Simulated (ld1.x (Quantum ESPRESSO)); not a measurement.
Pseudopotential generation for Sc: PAW, revPBE, scalar-relativistic.

```json
{"Element": "Sc", "Generator": "ld1.x (Quantum ESPRESSO) 7.5", "Type": "PAW", "Functional": "revPBE", "Relativity": "scalar-relativistic", "Frozen core": "[Ne]", "Valence charge": "11", "Reference configuration": "3s2 3p6 3d1 4s1 4p0 (charge +1)", "Partial waves": "3s (bound): rcut 1.80, rcutus 1.95 bohr; 4s (bound): rcut 1.80, rcutus 1.95 bohr; 3p (bound): rcut 1.55, rcutus 1.70 bohr; 4p (bound, empty): rcut 1.55, rcutus 1.70 bohr; 3d (bound): rcut 2.15, rcutus 2.85 bohr; 3d channel at 0.45 Ry: rcut 2.15, rcutus 2.85 bohr", "Local potential": "all-electron potential smoothed inside 2.15 bohr (lloc = -1)", "Core correction": "Bessel-smoothed model core, default radius (core density twice the valence density)", "Augmentation charge": "PSQ, inside the norm-conserving radii"}
```

All-electron outer shells of the reference configuration (revPBE, scalar-relativistic, ld1.x):

| shell | level (eV) | outermost node (bohr) | outermost maximum (bohr) |
| --- | --- | --- | --- |
| 2p | -395.21 | – | 0.23 |
| 3s | -62.07 | 0.42 | 0.93 |
| 3p | -40.61 | 0.39 | 0.97 |
| 3d | -9.89 | – | 1.10 |
| 4s | -9.62 | 1.32 | 2.95 |
| 4p | -6.26 | 1.47 | 3.55 |

Task: Estimate the cutoffs (Ry, on a coarse ladder) from which the occupation-weighted sum of valence levels, in a spherical-Bessel basis at the reference potential, stays within 10 and 1 mRy of its value at 400 Ry.

Result: 30 Ry and 45 Ry.

Task: What does a ghost test show?

Result: No extra level below or beside the all-electron valence levels (s, p, d, f tested).

Task: Is the overlap operator S = 1 + Σ q|β⟩⟨β| positive definite (Bessel basis up to 400 Ry)?

Result: Yes: its lowest eigenvalue is 0.14 (s channel).

Task: Tests: 3s2 3p6 3d1 4s2 4p0; 3s2 3p6 3d1 4s0 4p0; 3s2 3p6 3d0 4s0 4p0; 3s2 3p6 3d0 4s2 4p1; 3s2 3p6 3d1 4s1.5 4p0; 3s2 3p6 3d1 4s0 4p2; 3s2 3p5 3d1 4s2 4p0. Which has the largest error in its energy relative to the reference configuration, and how large is it?

Result: 3s2 3p5 3d1 4s2 4p0, with -14 meV (all-electron minus pseudo) on +33.35 eV.
